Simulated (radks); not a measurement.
Question: All-electron atom: Ta in [Xe] 4f14 5d3 6s2. Method: scalar-relativistic Kohn-Sham, PBE, spin-polarised, spherical densities, finite nucleus; open shells are filled with parallel spins first (spin-orbit coupling, left out, can overturn this in heavy ions); Fermi nuclear charge, rms radius 5.3507 fm; computed with a radial shooting solver on a logarithmic mesh with Libxc functionals. Some entries of the table are withheld. Estimate them.

| orbital | occ. | eigenvalue (eV) | r(max) (bohr) |
|---|---|---|---|
| 1s down | 1 | -67346.38 | 0.01168 |
| 1s up | 1 | -67346.38 | 0.01168 |
| 2s up | 1 | -11571.31 | 0.06686 |
| 2s down | 1 | -11571.20 | 0.06686 |
| 2p up | 3 | -10142.62 | 0.05476 |
| 2p down | 3 | -10142.54 | 0.05476 |
| 3s up | 1 | -2650.599 | 0.1887 |
| 3s down | 1 | -2650.581 | 0.1887 |
| 3p up | 3 | -2225.469 | 0.1865 |
| 3p down | 3 | -2225.447 | 0.1865 |
| 3d up | 5 | -1728.798 | 0.1520 |
| 3d down | 5 | -1728.740 | 0.1520 |
| 4s up | 1 | -540.1965 | 0.4289 |
| 4s down | 1 | -540.1226 | 0.4289 |
| 4p up | 3 | -400.6947 | 0.4495 |
| 4p down | 3 | -400.6276 | 0.4496 |
| 4d up | 5 | -221.9605 | 0.4614 |
| 4d down | 5 | -221.8775 | 0.4615 |
| 5s up | 1 | -73.1946 | 0.9900 |
| 5s down | 1 | -72.1656 | 0.9869 |
| 5p up | 3 | -39.8223 | 1.127 |
| 5p down | 3 | -38.4035 | 1.121 |
| 4f up | 7 | (1) | (2) |
| 4f down | 7 | (3) | (4) |
| 6s up | 1 | -5.8719 | 2.735 |
| 6s down | 1 | -4.6937 | 2.829 |
| 5d up | 3 | -4.2069 | 1.588 |
| 5d down | 0 | -2.5243 | 1.580 |

Answer: 
(1) 4f up eigenvalue (eV): -24.5464
(2) 4f up r(max) (bohr): 0.4414
(3) 4f down eigenvalue (eV): -24.3055
(4) 4f down r(max) (bohr): 0.4412
